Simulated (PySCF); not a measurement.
**V: ionisation energy**

V [Ar] 3d3 4s2 (4F) → V⁺ [Ar] 3d4 (5D), as a difference of total energies. Calculation: PySCF 2.14, in def2-TZVP; no relativity, point nucleus. Correlated levels: valence: [Ar] frozen. The calculations carry no spin-orbit coupling.

```
           method  ionisation energy (eV)
              UHF                   5.882
            B3LYP                   6.528
            M06-L                   6.153
    MP2 (valence)                   6.191
SCS-MP2 (valence)                   6.633
```

Task: How much does correlation contribute at MP2 (valence)?

Result: 6.191 − (5.882) = 0.309 eV, measured against UHF.

These non-relativistic numbers lack the scalar-relativistic shift.

Errors of the correlated levels include the incompleteness of this basis and the frozen core.

For comparison: 6.732 eV (measured; NIST levels, between the centres of gravity of the two terms).
